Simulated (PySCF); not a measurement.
Vertical excitations of a molecule C₂H₉NOSi from TDA-PBE/def2-SVPD run with PySCF, as energy in eV (oscillator strength): 5.89 (0.026), 6.07 (0.007), 6.45 (0.021), 6.69 (0.005), 6.73 (0.010), 6.85 (0.008), 7.00 (0.038), 7.12 (0.025), 7.20 (0.018), 7.22 (0.026). Lowest triplet (TDA): 5.63 eV. Geometry: PBE-D3(BJ)/def2-SVP. The values are those of a single conformer.

### Question
Which molecule gave these data?
A. C[Si@H](O)CN
B. CNC[SiH2]O
C. CN[SiH2]OC
D. CO[Si@H](C)N

### Answer
D, CO[Si@H](C)N
